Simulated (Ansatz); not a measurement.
Computed with Ansatz on PBE0-D4/def2-TZVP structures; ΔE is electronic, products minus reactants. CCSD(T)/CBS is the MP2 limit (def2-TZVPP, def2-QZVPP) plus CCSD(T) − MP2 in def2-TZVPP, frozen cores. Functionals use def2-TZVPP. For Ge outer-core shells are correlated without core-valence functions, which leaves a few kJ/mol of doubt a bond. Scalar relativity is left out up to krypton. One conformer a species, not always the lowest.

Reaction (cleavage of the Si–Ge bond): `[F][Ge]([SiH3])([SH])[Cl]` + `S[SiH]1CO1` → `[SiH3]S[SiH]1CO1` + `[F][GeH]([SH])[Cl]`

```csv
level,ΔE (eV)
r2SCAN-D4,-0.38
PBE0-D4,-0.35
HF/def2-TZVPP,-0.47
MP2/def2-TZVPP,-0.46
SCS-MP2/def2-TZVPP,-0.45
CCSD/def2-TZVPP,-0.39
HF/CBS(def2),-0.48
CCSD/CBS(def2),-0.39
```

(1) What does CCSD(T)/CBS give? (Best estimate.)

Largest T1 diagnostic among the species: 0.013.

Results:

(1) Computed: -0.39 eV. The listed levels differ from it by 0.01, 0.04, -0.08, -0.07, -0.06, 0.00, -0.09, 0.00 eV.

From PBE to PBE0 (25 % exact exchange), in def2-TZVPP and without D4, ΔE moves by −0.06 eV.
